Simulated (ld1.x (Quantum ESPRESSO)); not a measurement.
The numbers below are computed, except where a source is named.
## Hardness and transferability of assorted potentials

Generated with ld1.x 7.5 (TM, RRKJ, ultrasoft, PAW), atompaw 4.2 or ONCVPSP 4.0.1. The cutoff is in Ry: for ld1.x and atompaw files where the sum of valence levels is converged to 10 mRy in a Bessel basis, for ONCV files where the hardest occupied wave has 1 mHa per electron of residual kinetic energy. The error is the largest all-electron minus pseudo excitation energy over each file’s own four to seven test configurations (ionisations up to +4, promotions, holes and added fractions of an electron), all of which were solved. The labels leave out finer settings (local radius, basis sizes, second energies), which also bear on the numbers. Spin-polarised tests are not counted. The rows are a selection from randomly drawn settings: files with unsolved tests, undetermined cutoffs or missed reference levels are left out.

A true bound ghost makes a file unfit for plane-wave use even where its test errors are small: the radial tests pick states by their node count and pass the ghost by.

```tsv
element	potential	cutoff (Ry)	largest error (meV)	bound ghosts
Cu	TM, PBE, scalar-relativistic, rc 1.60/0.75/1.50 (spd), local smoothed, core correction no, reference 3p6 3d9 4s2 4p0	200	+240	s
As	PAW, BLYP, scalar-relativistic, rc 1.85/1.50 (sp), local smoothed, core correction yes, reference 4s2 4p3	18	-504	none
Os	TM semilocal, LDA (PZ), scalar-relativistic, rc 2.15/3.65/2.05 (spd), local d, core correction yes, reference 5d6 6s2 6p0	35	-370	none
```

(1) Fill in the row for Bi: TM semilocal, LDA (PZ), scalar-relativistic, rc 1.80/2.40/2.10 (spd), local d, core correction no, reference 6s2 6p2.5.

(2) Fill in the row for Ar: RRKJ, revPBE, scalar-relativistic, rc 1.05/1.30/1.00 (spd), local p, core correction no, reference 3s2 3p6.

## Answers

(1) cutoff 25 Ry, largest error +451 meV, bound ghosts: none.

(2) cutoff 40 Ry, largest error +147 meV, bound ghosts: none.
